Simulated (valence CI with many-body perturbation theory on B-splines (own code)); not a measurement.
# Which ion has this spectrum?

A relativistic CI+MBPT calculation for an atom or ion with 6 electrons gives these levels (eV):

| J | Parity | E | g |
| --- | --- | --- | --- |
| 0 | even | 0.0 |  |
| 1 | even | 580.6 | 1.48 |
| 2 | even | 597.6 | 1.15 |
| 2 | odd | 803.6 | 1.53 |
| 1 | odd | 873.2 | 1.10 |
| 2 | even | 1193.9 | 1.30 |
| 0 | even | 1241.8 |  |
| 2 | odd | 1362.9 | 1.55 |
| 3 | odd | 1402.1 | 1.31 |
| 0 | odd | 1447.1 |  |
| 1 | odd | 1464.8 | 1.30 |
| 2 | odd | 1475.0 | 1.06 |
| 1 | odd | 1478.3 | 1.32 |
| 2 | even | 1712.4 | 1.32 |

The energies are calculated, and their last digits are not significant.

Q: Which is it?
A. Pr53+
B. Pm55+
C. Gd58+
D. Eu57+

A: B. Pm55+, ground level (2s^2 2p1/2^2) J=0.
